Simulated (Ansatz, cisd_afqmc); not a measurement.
Species: BHCl, charge 1, singlet. BHCl+ (parent SMILES Cl[BH], singlet).
B3LYP-D3(BJ)/def2-TZVP minimum from Ansatz (an electronic-structure program):
```
B
H 1 1.1707
Cl 1 1.5923 2 180.00
```
Charge +1, spin multiplicity 1.

Total energies in cc-pV(T+d)Z, 10 correlated electrons, 6 frozen orbitals. UHF or UKS for unpaired electrons; spin-orbit terms are left out. Correlated methods leave the cores frozen. No relativity. AFQMC/CISD: phaseless, guided by CISD from CCSD amplitudes; bars are statistical, one sigma. Outlying blocks are dropped, and bars are widened where a walk drifts. Over all cases where full CI ran beside it in this data, AFQMC minus full CI had a median of +0.1 mEh and passed +0.4 mEh in a tenth of the cases. The spin of HBCl+ (parent SMILES [BH]Cl, singlet) was assumed, and the state is the lowest solution found for it.

```
method         program         energy (Eh)  minus CCSDT(Q) (mEh)
----------  ----------  ------------------  --------------------
HF              Ansatz          -484.49385                297.86
MP2             Ansatz          -484.75286                 38.85
CCSD            Ansatz          -484.77732                 14.40
CCSD(T)         Ansatz          -484.79023                  1.48
CCSDT(Q)        Ansatz          -484.79172                  0.00
AFQMC/CISD  cisd_afqmc  -484.7918 ± 0.0006            -0.1 ± 0.6
```

Rough core times of Ansatz's runs on a shared machine: CCSD(T) under 20 s, CCSDT(Q) 50 s.
